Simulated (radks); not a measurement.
Problem. These are the eigenvalues of the occupied orbitals of an atom or ion with whole-number occupations (hartree). Calculated with a radial shooting solver on a logarithmic mesh with Libxc functionals: scalar-relativistic Kohn-Sham, BLYP, spin-polarised, spherical densities, finite nucleus; Fermi nuclear charge, rms radius of each element as measured or else 0.836 A^(1/3) + 0.57 fm.

1s up: -703.8169
1s down: -703.8165
2s up: -108.9609
2s down: -108.9019
2p up: -98.65459
2p down: -98.61020
3s up: -27.62446
3s down: -27.54630
3p up: -24.23802
3p down: -24.15926
3d up: -18.76441
3d down: -18.67644

Which element is it, and in what charge state? The configuration may be excited. Open shells, if any, are filled with parallel spins first.

Solution. Z = 41, niobium, charge +14: Nb14+ in [Ar] 3d9. The list shows which subshells hold electrons but not how many an open one holds; the 1s level, -703.82 hartree, gives Z - s = 37.5 by -(Z - s)^2/2, which with screening and relativity narrows Z to a few neighbours, and the depths of the outer levels then fix element, charge and occupations together.
